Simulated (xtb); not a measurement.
A run for xtb: GFN2-xTB on CH4BN (a complex).

```
$ xtb mol.xyz --gfn 2 --sp --chrg 0 --uhf 0
7

B     -0.09690052     0.04823511     0.76958152
H      0.66586511     0.92707271     0.45072728
H      0.20388965    -1.03112788     0.32200633
H     -1.25567332     0.33332979     0.59124895
C      0.17116442    -0.18985582     3.42872352
N      0.05719216    -0.08862177     2.29809365
H      0.27761362    -0.28439415     4.48475215
```

Task: Predict the final total energy.

Result: -8.2813 hartree.
